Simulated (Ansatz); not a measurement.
Start from `[SiH3][CH](S)[GaH2]` and change one atom or group to get `[SiH3]C([SiH3])S`.

Ansatz, PBE0-D4/def2-TZVP geometries, multiplicity 1. Each molecule was computed in one conformer, which needn't be the lowest. `[SiH3][CH](S)[GaH2]` holds a close contact that its SMILES doesn't draw: Ga···S 2.58 Å.

Scalar relativity is left out up to krypton.

```json
{"property": "LUMO energy (PBE/def2-TZVPP) / eV", "`[SiH3][CH](S)[GaH2]`": "-1.49"}
{"property": "HOMO–LUMO gap (ωB97M-V/def2-TZVPP) / eV", "`[SiH3][CH](S)[GaH2]`": "9.99"}
{"property": "HOMO energy (PBE0/def2-TZVPP) / eV", "`[SiH3][CH](S)[GaH2]`": "-6.98"}
{"property": "HOMO–LUMO gap (PBE0/def2-TZVPP) / eV", "`[SiH3][CH](S)[GaH2]`": "6.26"}
{"property": "HOMO energy (B3LYP/def2-TZVPP) / eV", "`[SiH3][CH](S)[GaH2]`": "-6.77"}
{"property": "HOMO–LUMO gap (B3LYP/def2-TZVPP) / eV", "`[SiH3][CH](S)[GaH2]`": "5.81"}
```

What does the change do to each property? (An estimate is asked.)

Ansatz gave: 
```tsv
property	`[SiH3]C([SiH3])S`	shift
LUMO energy (PBE/def2-TZVPP) / eV	-1.22	0.27
HOMO–LUMO gap (ωB97M-V/def2-TZVPP) / eV	10.40	0.41
HOMO energy (PBE0/def2-TZVPP) / eV	-6.82	0.16
HOMO–LUMO gap (PBE0/def2-TZVPP) / eV	6.49	0.23
HOMO energy (B3LYP/def2-TZVPP) / eV	-6.60	0.17
HOMO–LUMO gap (B3LYP/def2-TZVPP) / eV	6.06	0.25
```

With PBE0 the HOMO rises by 0.16 eV and the LUMO rises by 0.40 eV, so the gap widens by about 0.24 eV. PBE moves the HOMO by 0.26 eV and ωB97M-V by 0.09 eV.

Positive LUMOs are unbound, so they and the gaps depend on the basis.

B3LYP here is the variant with VWN-RPA as its local correlation; programs differ in this.
